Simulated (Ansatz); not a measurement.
Consider the ligand exchange at a Ti–N bond: `[NH2][Ti]([OH])([OH])[OH]` + H₂S → `[OH][Ti]([OH])([OH])[SH]` + NH₃.

Program: Ansatz. Geometries: PBE0-D4/def2-TZVP. ΔE: electronic, gas phase. CCSD(T)/CBS adds triple-zeta CCSD(T) − MP2 to the extrapolated MP2 energy (def2 sets, frozen cores). This one scheme is used for every species. DFT in def2-TZVPP. HSE06 is defined as in plane-wave codes. For Ti outer-core shells are correlated without core-valence functions, which leaves a few kJ/mol of doubt a bond. Scalar relativity is left out up to krypton. One conformer a species, not always the lowest.

```
        level  ΔE (kJ/mol)  difference from CCSD(T)/CBS
      BLYP-D4        -32.0                         -0.8
   r2SCANh-D4        -37.1                         -5.9
     HSE06-D4        -37.1                         -5.9
 CAM-B3LYP-D4        -26.1                          5.1
       revPBE        -36.9                         -5.7
         BLYP        -30.3                          0.9
      r2SCAN0        -35.8                         -4.6
        HSE06        -36.0                         -4.8
  HF/def2-SVP        -18.3                         12.9
HF/def2-QZVPP        -23.0                          8.2
  CCSD(T)/CBS        -31.2                            0
```

Largest T1 diagnostic among the species: 0.025, so the coupled-cluster value is less sure than usual.

Leaving LDA and LC-ωPBE aside and taking each functional with its dispersion term where it has one, the values, not all of them listed here, spread over 13.3 kJ/mol, from B97M-V to CAM-B3LYP-D4. In def2-TZVPP, CCSD(T) changes the Hartree–Fock value by −7.4 kJ/mol (the triples alone add −5.6 kJ/mol) and MP2 by −14.0 kJ/mol. At CCSD(T), def2-SVP lies +3.3 kJ/mol from the extrapolated value and def2-TZVPP +0.4 kJ/mol.
